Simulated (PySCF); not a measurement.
Species: C4H3FN4.
SMILES: `Cn1nc(F)c(C#N)n1`

The calculation used TDDFT B3LYP/def2-SVPD, vertical, gas phase, core orbitals frozen in the response in PySCF. Geometry: GFN2-xTB; no solvent, vibrations or thermal averaging.

Computed states:

| state | E (eV) | f |
| --- | --- | --- |
| S1 | 5.79 | 0.258 |
| S2 | 6.02 | 0.0009 |
| S3 | 6.56 | 0.0009 |
| S4 | 6.62 | 0.049 |
| S5 | 6.66 | 0.0020 |
| S6 | 7.18 | 0.144 |
| S7 | 7.25 | 0.012 |
| S8 | 7.31 | 0.0083 |

Broadening: Gaussians 0.4 eV wide at half height, area fixed by f = 4.319×10⁻⁹ ∫ε dν̃. The cross-section is σ = 3.8235×10⁻²¹ ε cm², given in Mb (10⁻¹⁸ cm²). The width is an assumption, not a result. The curve ends short of the highest state used, and states not computed would add to its high-energy end.

(1) Give the broadened spectrum and its maxima.

(2) Does any computed singlet lie in the visible range?

(3) Coming from long wavelengths, where does ε first pass 100 L mol⁻¹ cm⁻¹?

(4) On this curve, what absorbance would a 10⁻³ mol/L sample give at 193 nm over a 1 cm path?

Results:

(1) 
```json
{"E (eV)": "5.19", "σ (Mb)": "0.14"}
{"E (eV)": "5.22", "σ (Mb)": "0.25"}
{"E (eV)": "5.26", "σ (Mb)": "0.54"}
{"E (eV)": "5.29", "σ (Mb)": "0.92"}
{"E (eV)": "5.33", "σ (Mb)": "1.77"}
{"E (eV)": "5.36", "σ (Mb)": "2.81"}
{"E (eV)": "5.40", "σ (Mb)": "4.94"}
{"E (eV)": "5.43", "σ (Mb)": "7.28"}
{"E (eV)": "5.47", "σ (Mb)": "11.62"}
{"E (eV)": "5.51", "σ (Mb)": "17.54"}
{"E (eV)": "5.54", "σ (Mb)": "23.03"}
{"E (eV)": "5.58", "σ (Mb)": "31.56"}
{"E (eV)": "5.61", "σ (Mb)": "38.55"}
{"E (eV)": "5.65", "σ (Mb)": "47.94"}
{"E (eV)": "5.68", "σ (Mb)": "54.44"}
{"E (eV)": "5.72", "σ (Mb)": "61.45"}
{"E (eV)": "5.75", "σ (Mb)": "64.89"}
{"E (eV)": "5.79", "σ (Mb)": "66.48"}
{"E (eV)": "5.82", "σ (Mb)": "65.29"}
{"E (eV)": "5.86", "σ (Mb)": "60.72"}
{"E (eV)": "5.89", "σ (Mb)": "55.46"}
{"E (eV)": "5.93", "σ (Mb)": "46.84"}
{"E (eV)": "5.96", "σ (Mb)": "39.80"}
{"E (eV)": "6.00", "σ (Mb)": "30.54"}
{"E (eV)": "6.04", "σ (Mb)": "22.21"}
{"E (eV)": "6.07", "σ (Mb)": "16.90"}
{"E (eV)": "6.11", "σ (Mb)": "11.27"}
{"E (eV)": "6.14", "σ (Mb)": "8.12"}
{"E (eV)": "6.18", "σ (Mb)": "5.22"}
{"E (eV)": "6.21", "σ (Mb)": "3.88"}
{"E (eV)": "6.25", "σ (Mb)": "3.01"}
{"E (eV)": "6.28", "σ (Mb)": "2.92"}
{"E (eV)": "6.32", "σ (Mb)": "3.43"}
{"E (eV)": "6.35", "σ (Mb)": "4.19"}
{"E (eV)": "6.39", "σ (Mb)": "5.61"}
{"E (eV)": "6.42", "σ (Mb)": "6.90"}
{"E (eV)": "6.46", "σ (Mb)": "8.76"}
{"E (eV)": "6.49", "σ (Mb)": "10.15"}
{"E (eV)": "6.53", "σ (Mb)": "11.79"}
{"E (eV)": "6.57", "σ (Mb)": "12.98"}
{"E (eV)": "6.60", "σ (Mb)": "13.49"}
{"E (eV)": "6.64", "σ (Mb)": "13.60"}
{"E (eV)": "6.67", "σ (Mb)": "13.28"}
{"E (eV)": "6.71", "σ (Mb)": "12.49"}
```

Maxima: 214 nm (5.79 eV), ε about 17000, made up of S1 (100%); 187 nm (6.63 eV), ε about 3600, made up of S4 (93%) (ε in L mol⁻¹ cm⁻¹; maxima over ε = 5, shares over 10%).

(2) No computed singlet lies in the visible range (380 to 750 nm); the lowest, at 214 nm, stands 2.52 eV above its violet end (3.26 eV).

(3) At about 237 nm (5.24 eV), 0.55 eV below S1.

(4) 193 nm is 6.424 eV, where ε is about 1900 L mol⁻¹ cm⁻¹, so A = ε c l ≈ 1.9 (Beer–Lambert, with the gas-phase spectrum and the assumed width).
